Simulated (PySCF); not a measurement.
CH3Si, multiplicity 2. Atoms are numbered in the order given.

```xyz
5

C      0.0563    -1.0970     0.0000
Si    -0.1201     0.6008     0.0000
H     -0.7745    -1.7890     0.0000
H      1.0468    -1.5428     0.0000
H      1.0718     1.5026     0.0000
```
Charge 0, spin multiplicity 2.

Geometry optimised at B3LYP-D3(BJ)/def2-TZVP. The isomer is the one that the SMILES or the coordinates give; other isomers of the formula were not compared.

All values below come from B3LYP-D3(BJ)/def2-TZVP run with PySCF.

Frequencies are harmonic and unscaled.

```csv
mode,ν (cm⁻¹),IR (km/mol),moving atoms (share of kinetic energy)
1,265,4.6,"H 87 %, C 9 %"
2,517,1.5,H 96 %
3,746,51.7,"H 85 %, C 15 %"
4,834,52.4,"H 77 %, C 15 %"
5,967,5.3,"C 51 %, Si 32 %, H 17 %"
6,1366,4.9,"H 84 %, C 16 %"
7,2128,61.1,H 96 %
8,3122,0.3,H 95 %
9,3228,0.3,"H 90 %, C 10 %"
```
